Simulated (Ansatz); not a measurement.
`O[Si](Br)(Br)Br` at its PBE0-D4/def2-TZVP geometry, where that method's forces vanish. The species carries charge 0 and has multiplicity 1.

| atom | x (Å) | y (Å) | z (Å) |
| --- | --- | --- | --- |
| O1 | 1.148 | 0.739 | -0.179 |
| Si2 | -0.280 | -0.014 | -0.042 |
| Br3 | -0.241 | -1.968 | -1.058 |
| Br4 | -0.792 | -0.355 | 2.072 |
| Br5 | -1.757 | 1.296 | -0.978 |
| H6 | 1.922 | 0.303 | 0.185 |

(1) For each bond, give half the difference of the two atoms' forces along it (eV/Å; positive pushes the atoms apart) under PBE-D4, r2SCAN-D4, B3LYP-D4, ωB97M-V in def2-TZVPP. (Best estimate.)

Results:

(1) Ansatz gave: 
```csv
bond,length (Å),PBE-D4,r2SCAN-D4,B3LYP-D4,ωB97M-V
O1–Si2,1.620,0.36,0.04,0.06,0.08
O1–H6,0.960,0.30,0.01,-0.04,-0.05
Si2–Br3,2.202,0.10,0.05,0.14,-0.04
Si2–Br4,2.202,0.10,0.05,0.14,-0.04
Si2–Br5,2.185,0.13,0.04,0.13,-0.05
```

B3LYP here is the variant with VWN-RPA as its local correlation; programs differ in this.
